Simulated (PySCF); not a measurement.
Al(H)(Me)(SH) (CH5AlS), SMILES [CH3][AlH][SH].

Coordinates come from a r2SCAN-D4/def2-TZVP optimisation. The geometry has at least one imaginary mode, so it is a saddle point at that level. One conformer was computed; it need not be the lowest.

These are PBE0/def2-TZVPD run with PySCF values and carry that method's errors.

Isolated molecule, no solvent.

| Item | Result |
|---|---|
| total energy | -681.50851 hartree |
| highest occupied level | -7.66 eV |
| lowest empty level | -1.01 eV |
| orbital gap | 6.65 eV |
| dipole moment | 1.81 D |
| quadrupole, principal values (traceless, Buckingham form, about the centre of nuclear charge) | -3.55, 0.38, 3.16 D·Å |
| mean static polarisability | 63.8 bohr³ (9.45 Å³) |
| polarisability, principal values | 53.0, 62.7, 75.5 bohr³ |
